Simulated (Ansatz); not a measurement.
`[SiH3][O][InH2]` + HCl → `[Cl][InH2]` + silanol  (ligand exchange at the In–O bond)

Computed with Ansatz on PBE0-D4/def2-TZVP structures; ΔE is electronic, products minus reactants. CCSD(T)/CBS is the MP2 limit (def2-TZVPP, def2-QZVPP) plus CCSD(T) − MP2 in def2-TZVPP, frozen cores. This one scheme is used for every species. Elements past krypton have def2 core potentials. For In outer-core shells are correlated without core-valence functions, which leaves a few kJ/mol of doubt a bond.

`[SiH3][O][InH2]`:

Z-matrix (Å, degrees):
```
Si
O 1 1.622
H 1 1.490 2 110.7
H 1 1.496 2 111.8 3 120.0
H 1 1.490 2 110.8 3 -119.9
In 2 1.992 1 138.5 3 -120.0
H 6 1.702 2 110.2 1 180.0
H 6 1.706 2 112.5 1 -0.0
```

HCl:

Cartesian coordinates in Å:
```
Cl -0.201 0.378 -0.475
H 0.201 -0.378 0.475
```

`[Cl][InH2]`:

Cartesian coordinates in Å:
```
Cl -1.604 1.316 -0.194
In 0.200 -0.164 0.024
H 1.464 0.184 -1.066
H -0.061 -1.335 1.236
```

`O[SiH3]`:

Z-matrix (Å, degrees):
```
Si
O 1 1.648
H 1 1.489 2 111.7
H 1 1.489 2 111.7 3 120.9
H 1 1.481 2 105.9 3 -119.6
H 2 0.957 1 117.9 3 -60.5
```

```csv
species,CCSD(T)/CBS(def2) energy (Eh)
`[SiH3][O][InH2]`,-557.10255
HCl,-460.38127
`[Cl][InH2]`,-650.81839
`O[SiH3]`,-366.69042
```

(1) Work out ΔE.

(2) What do rigid-rotor, harmonic-oscillator terms from PBE0-D4/def2-TZVP frequencies (298.15 K, 1 bar) make of the CCSD(T)/CBS value? (Best estimate.)

Largest T1 diagnostic among the species: 0.015.

Answers

(1) ΔE = (-650.81839) + (-366.69042) − (-557.10255) − (-460.38127) = -0.02499 Eh = -65.6 kJ/mol.

(2) The calculation gave: ΔZPE = +9.6 kJ/mol, ΔH = -58.8 kJ/mol, ΔS = 2 J/(mol·K), ΔG = -59.4 kJ/mol.

From r2SCAN to r2SCAN0 (25 % exact exchange), in def2-TZVPP and without D4, ΔE moves by −5.0 kJ/mol. In def2-TZVPP, CCSD(T) changes the Hartree–Fock value by +21.1 kJ/mol (the triples alone add +2.6 kJ/mol) and MP2 by +19.8 kJ/mol.
